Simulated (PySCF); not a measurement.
## Co⁺ (cobalt, charge +1) across methods

[Ar] 3d8, high-spin 3F determinant. Calculation: PySCF 2.14, in def2-TZVPPD (6s6p4d2f1g, 67 functions); the non-relativistic Hamiltonian (point nucleus).

| method | E (hartree) | mean ε 3p β (eV) | mean ε 3d α (eV) | mean ε 3d β (eV) | Σ⟨r²⟩ (bohr²) | ⟨S²⟩ |
| --- | --- | --- | --- | --- | --- | --- |
| MN15 | -1382.600 | -70.974 | -16.241 | -14.461 | 20.46 | 2.005 |
| r2SCAN | -1382.421 | -68.053 | -13.098 | -11.710 | 20.54 | 2.002 |
| M06-2X | -1382.396 | -74.885 | -17.805 | -15.761 | 20.28 | 2.006 |
| wB97M-V | -1382.376 | -73.483 | -17.739 | -16.201 | 20.63 | 2.003 |
| revPBE | -1382.345 | -66.881 | -12.977 | -11.565 | 20.90 | 2.002 |
| PBE | -1382.196 | -66.960 | -13.078 | -11.658 | 20.91 | 2.002 |
| LDA | -1379.858 | -67.086 | -13.405 | -11.829 | 20.88 | 2.002 |
| UHF | -1381.10925 | -81.445 | -21.005 | -18.551 | 19.65 | 2.005 |
| PBE0 | -1382.217 | -70.808 | -15.164 | -13.526 | 20.44 | 2.002 |
